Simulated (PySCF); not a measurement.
Geometry:
```json
{"atom": "C1", "x (Å)": "2.955", "y (Å)": "0.857", "z (Å)": "-1.095"}
{"atom": "O2", "x (Å)": "1.774", "y (Å)": "0.291", "z (Å)": "-0.606"}
{"atom": "Si3", "x (Å)": "1.259", "y (Å)": "0.203", "z (Å)": "0.931"}
{"atom": "O4", "x (Å)": "-0.144", "y (Å)": "-0.608", "z (Å)": "0.928"}
{"atom": "C5", "x (Å)": "-1.325", "y (Å)": "-0.539", "z (Å)": "0.309"}
{"atom": "C6", "x (Å)": "-1.323", "y (Å)": "-0.552", "z (Å)": "-1.156"}
{"atom": "N7", "x (Å)": "-2.408", "y (Å)": "-0.515", "z (Å)": "-1.798"}
{"atom": "C8", "x (Å)": "-2.489", "y (Å)": "-0.500", "z (Å)": "0.994"}
{"atom": "C9", "x (Å)": "-2.555", "y (Å)": "-0.466", "z (Å)": "2.391"}
{"atom": "N10", "x (Å)": "-2.619", "y (Å)": "-0.427", "z (Å)": "3.537"}
{"atom": "H11", "x (Å)": "3.033", "y (Å)": "0.613", "z (Å)": "-2.155"}
{"atom": "H12", "x (Å)": "2.939", "y (Å)": "1.942", "z (Å)": "-0.975"}
{"atom": "H13", "x (Å)": "3.823", "y (Å)": "0.459", "z (Å)": "-0.568"}
{"atom": "H14", "x (Å)": "2.067", "y (Å)": "-0.688", "z (Å)": "1.746"}
{"atom": "H15", "x (Å)": "1.054", "y (Å)": "1.544", "z (Å)": "1.471"}
{"atom": "H16", "x (Å)": "-0.319", "y (Å)": "-0.593", "z (Å)": "-1.592"}
{"atom": "H17", "x (Å)": "-2.317", "y (Å)": "-0.530", "z (Å)": "-2.811"}
{"atom": "H18", "x (Å)": "-3.414", "y (Å)": "-0.486", "z (Å)": "0.438"}
```

Equivalent nuclei averaged, one conformer, isolated molecule, no relativistic terms. Geometry: GFN2-xTB; σ from GIAO-PBE0/pcSseg-1; PySCF.

Shifts are taken against calculated references (same method and geometry level): TMS for $^{13}$C (186.93 ppm), $^{1}$H (31.72 ppm), $^{29}$Si (349.16 ppm); $^{17}$O (336.08 ppm) against H2O; $^{15}$N (267.73 ppm) against NH3.

```json
{"atoms": "C5", "nucleus": "$^{13}$C", "count": "1", "Hirshfeld charge": "0.10", "δ (ppm)": "?"}
{"atoms": "H18", "nucleus": "$^{1}$H", "count": "1", "Hirshfeld charge": "0.06", "δ (ppm)": "?"}
{"atoms": "C6", "nucleus": "$^{13}$C", "count": "1", "Hirshfeld charge": "0.04", "δ (ppm)": "171.2"}
{"atoms": "H14/H15", "nucleus": "$^{1}$H", "count": "2", "Hirshfeld charge": "-0.08", "δ (ppm)": "5.04"}
{"atoms": "O4", "nucleus": "$^{17}$O", "count": "1", "Hirshfeld charge": "-0.18", "δ (ppm)": "?"}
{"atoms": "O2", "nucleus": "$^{17}$O", "count": "1", "Hirshfeld charge": "-0.22", "δ (ppm)": "20.3"}
{"atoms": "Si3", "nucleus": "$^{29}$Si", "count": "1", "Hirshfeld charge": "0.47", "δ (ppm)": "-31.8"}
{"atoms": "C8", "nucleus": "$^{13}$C", "count": "1", "Hirshfeld charge": "-0.06", "δ (ppm)": "87.5"}
{"atoms": "C9", "nucleus": "$^{13}$C", "count": "1", "Hirshfeld charge": "0.07", "δ (ppm)": "?"}
{"atoms": "H11/H12/H13", "nucleus": "$^{1}$H", "count": "3", "Hirshfeld charge": "0.05", "δ (ppm)": "3.91"}
{"atoms": "H17", "nucleus": "$^{1}$H", "count": "1", "Hirshfeld charge": "0.12", "δ (ppm)": "11.74"}
{"atoms": "H16", "nucleus": "$^{1}$H", "count": "1", "Hirshfeld charge": "0.04", "δ (ppm)": "?"}
{"atoms": "N7", "nucleus": "$^{15}$N", "count": "1", "Hirshfeld charge": "-0.20", "δ (ppm)": "370.3"}
{"atoms": "C1", "nucleus": "$^{13}$C", "count": "1", "Hirshfeld charge": "-0.03", "δ (ppm)": "50.8"}
{"atoms": "N10", "nucleus": "$^{15}$N", "count": "1", "Hirshfeld charge": "-0.23", "δ (ppm)": "332.9"}
```

Estimate the values marked ?.

Answers


- C5: 171.2 ppm, carbon bonded to 2 C, O
- C9: 121.1 ppm, carbon bonded to C, N
- H16: 8.49 ppm, hydrogen on a carbon bonded to C, N
- H18: 6.30 ppm, hydrogen on a carbon bonded to 2 C
- O4: 141.9 ppm, oxygen bonded to C, Si

OH/NH shifts are gas-phase values; hydrogen bonding in solution moves them, usually downfield. Shifts are as computed. Against solution values, carbons near 30 ppm lie about +3 ppm off and those near 130 ppm about +5 ppm. Of 1309 compounds with measured shifts, 239 miss one by over three times the rms of a fit or turn the order of signals round; such compounds aren't used in these exercises. Experimental scales use liquid or dissolved standards, which lie at an offset from isolated NH3 (liquid NH3: subtract about 20 ppm) and H2O (liquid H2O: subtract about 36 ppm). Unscaled 15N shifts of sp2 nitrogen come out 20 to 40 ppm too high even then.
